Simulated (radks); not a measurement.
Results of a calculation; reference values are marked as such.
The zirconium ion Zr+ inside a hard spherical wall (all orbitals vanish at R), configuration held at [Kr] 4d2 5s1 and not refilled when levels cross. Level of theory: scalar-relativistic Kohn-Sham, PBE, spin-polarised, spherical densities, finite nucleus; open shells are filled with parallel spins first (spin-orbit coupling, left out, can overturn this in heavy ions); Fermi nuclear charge, rms radius 4.2694 fm (a radial shooting solver on a logarithmic mesh with Libxc functionals). Eigenvalues in eV for spin up, with the zero of energy where the potential of the charges vanishes at infinity; a dash marks a level that is unbound or too diffuse for the functional's potential to be trusted. A positive occupied level is held by the wall or, in an anion where self-interaction has pushed it up, behind a barrier. The pressure on the wall is -dE/dV.

| R (bohr) | E (hartree) | kinetic (hartree) | e(4s) | e(4p) | e(4d) | e(5s) | e(5p, empty) | e(6s, empty) | pressure (GPa) |
|---|---|---|---|---|---|---|---|---|---|
| free | -3598.27403 | 3699.743 | -61.547 | -39.606 | -10.649 | -10.535 | -6.673 | - | 0 |
| 20 | -3598.27403 | 3699.743 | -61.547 | -39.606 | -10.649 | -10.535 | -6.673 | - | < 0.0001 |
| 10 | -3598.27392 | 3699.745 | -61.538 | -39.598 | -10.642 | -10.527 | -6.638 | -2.205 | 0.00388 |
| 7 | -3598.26635 | 3699.807 | -61.259 | -39.326 | -10.404 | -10.224 | -5.925 | 2.976 | 0.487 |
| 6 | -3598.24570 | 3699.933 | -60.774 | -38.860 | -9.978 | -9.567 | -4.737 | 8.542 | 2.37 |
| 5 | -3598.17192 | 3700.295 | -59.633 | -37.776 | -8.890 | -7.581 | -1.622 | 20.121 | 12.3 |
| 4 | -3597.89211 | 3701.458 | -57.027 | -35.313 | -5.970 | -1.205 | 7.241 | 46.891 | 76.9 |
| 3.5 | -3597.49298 | 3703.044 | -54.477 | -32.838 | -2.677 | 6.738 | 17.418 | 73.787 | 223 |
| 3 | -3596.54944 | 3706.735 | -49.905 | -28.157 | 3.772 | 23.031 | 36.998 | 120.95 | 756 |
| 1.5 | -3556.97958 | 3826.497 | 58.320 | 92.489 | 148.18 | 394.61 | 424.11 | 890.83 | 116000 |
